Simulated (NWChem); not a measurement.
Molecule: C$_{3}$H$_{5}$FSi; SMILES C#CC[SiH2]F

```xyz
10

C      0.6865    -2.5399     0.2231
C     -0.0454    -1.6346    -0.1124
C     -0.8937    -0.5176    -0.4823
Si    -0.3623     1.1051     0.3136
F      1.0747     1.5551    -0.2968
H      1.3323    -3.3479     0.5124
H     -1.9407    -0.7045    -0.1807
H     -0.9056    -0.3771    -1.5776
H     -1.3532     2.1649    -0.0285
H     -0.2181     0.9492     1.7854
```
Atoms are numbered in this order, from 1.

All runs: NWChem. Pople sets run with spherical d functions. The geometry was optimised at PBE0/def2-SVP. Total energies compare along this basis series because the functional is fixed.

```csv
level,basis functions,energy (Ha),highest occupied level (eV),orbital gap (eV),dipole (D)
PBE0/STO-3G,34,-500.0435,-5.00,10.20,1.11
PBE0/3-21G,59,-503.5559,-7.49,8.51,1.77
PBE0/6-31G*,84,-506.2561,?,?,?
PBE0/6-311G**,128,-506.3457,-7.55,7.86,1.85
```

Task: Some entries are withheld; supply them.

Result: 
- PBE0/6-31G*, highest occupied level (eV): -7.28
- PBE0/6-31G*, orbital gap (eV): 7.94
- PBE0/6-31G*, dipole (D): 1.67
